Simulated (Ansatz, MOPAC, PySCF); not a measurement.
Pair of molecules: NH3 (SMILES N) (first 4 atoms) with C2H6O (SMILES CCO); geometry from B3LYP-D3(BJ)/def2-TZVP, rigid monomers moved along the line of their centres of mass till N1···H13 is 3.45 Å.
(charge 0, multiplicity 1):
```xyz
13

N      0.02759    -0.06640     0.46095
H     -0.92042    -0.34525     0.23492
H      0.27489     0.70252    -0.15197
H      0.63870    -0.84438     0.23991
C     -0.15949    -1.22439     5.78248
C     -0.54163     0.23970     5.60590
O      0.34243     0.93978     4.75252
H     -0.83161    -1.72246     6.48664
H      0.86146    -1.30688     6.15933
H     -0.21329    -1.75754     4.82997
H     -1.57726     0.31058     5.24278
H     -0.50809     0.75063     6.57105
H      0.23601     0.58976     3.84661
```

Monomers are frozen at their geometry in the pair; levels with a basis set take the counterpoise correction. Rows marked so take none.

Cores are frozen in the correlated methods. Rows in 3-21G, 6-31G* carry no dispersion term and start afresh at each structure (6-31G* with six Cartesian d functions). MP2/6-31G* freezes PySCF's default core. The state reached by PM6 isn't checked.

Programs: Ansatz (Gaussian orbitals); MOPAC for PM6 (differences of heats of formation); PySCF for 3-21G rows, 6-31G* rows, the dispersion terms. Values without a source in brackets are computed.

| level | interaction energy (meV) |
|---|---|
| PM6 | -50.1 |
| HF/6-31G* | -81.9 |
| r2SCAN/def2-TZVPPD | -71.6 |
| r2SCAN-D3(BJ)/def2-TZVPPD | -77.7 |
| B3LYP/3-21G (no counterpoise) | -102.6 |
| PBE0/def2-TZVPPD | -72.7 |
| MP2/6-31G* (no counterpoise) | -109.1 |
| MP2/aug-cc-pVDZ | -76.9 |
| CCSD/aug-cc-pVDZ | ? |

Problem. Some entries are withheld; supply them.

Solution. 
- CCSD/aug-cc-pVDZ, interaction energy (meV): -75.0

Ansatz is an electronic-structure program.
